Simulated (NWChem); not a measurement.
Molecule: SnH₂SO, singlet; SMILES [OH][Sn][SH]

Results from NWChem. Low-valent species are run as closed-shell singlets; no triplet was tried in these runs. Geometry: optimised at PBE0/def2-SVP. Not confirmed as a minimum by frequencies. def2 effective core potentials on Sn; no spin-orbit coupling. One conformer.

Diagonal of the polarisability tensor at B3LYP/def2-SVPD, static: 67.07, 93.04, 54.80 bohr³.

Find the mean polarisability volume, the molar refraction, and the refractive index that an ideal gas of it would have at 273.15 K and 1 atm.


1. Mean: one third of the trace = 71.64 bohr³ × 0.14818 Å³/bohr³ = 10.62 Å³.
2. Molar refraction (Lorentz-Lorenz): (4π/3) N_A α = 26.8 cm³/mol.
3. Number density p/kT = 2.687 × 10⁻⁵ Å⁻³; n − 1 = 2π N α = 17.92 × 10⁻⁴.
4. These hold the electronic response alone: vibrational and orientational terms add to the static dielectric constant.
